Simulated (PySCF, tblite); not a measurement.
C5H7OS (doublet state).
Cartesian coordinates in Å at the GFN2-xTB level; atoms count from 1:
```xyz
14
C5H7OS angstrom
C      2.1937   -0.1608   -0.0919
C      0.9392    0.0496   -0.5156
S      0.6056    0.3411   -2.1822
C     -0.2402    0.0502    0.4225
C     -1.2681   -1.0159    0.0252
C     -0.9070    1.4046    0.3425
O     -1.1451    2.1125    1.2744
H      2.4152   -0.3466    0.9453
H      3.0208   -0.1654   -0.7801
H      0.1006   -0.1233    1.4477
H     -1.6207   -0.8436   -0.9894
H     -2.1169   -0.9897    0.7040
H     -0.8108   -2.0014    0.0728
H     -1.1670    1.6882   -0.6975
```

Jobs on this species (14 atoms, 61 electrons) with PySCF (density fitting) and tblite. Hardware of each: one thread, AMD EPYC (x86_64) (shared host). The host was shared with other jobs, so the times are rough.

```json
{"level and settings": "GFN2-xTB", "work": "Hessian by finite differences", "basis functions": "–", "SCF cycles": "–", "wall time": "0.81 s"}
{"level and settings": "GFN2-xTB", "work": "L-BFGS relaxation", "basis functions": "–", "SCF cycles": "–", "wall time": "?"}
{"level and settings": "UKS B3LYP, pcH-1 on C H O S, non-relativistic, mean-field spin-orbit, GIAO", "work": "unrestricted SCF, g, hyperfine, density and orbital grids written", "basis functions": "255", "SCF cycles": "18", "wall time": "79 s"}
```

**Question.** Fill in the missing figures.

**Answer.** 
- GFN2-xTB; L-BFGS relaxation: 2.5 s

**Question.** What do all jobs in the table cost together?

**Answer.** About 82 s; the longest takes about 96 % of that, and about 98 times as long as the shortest.
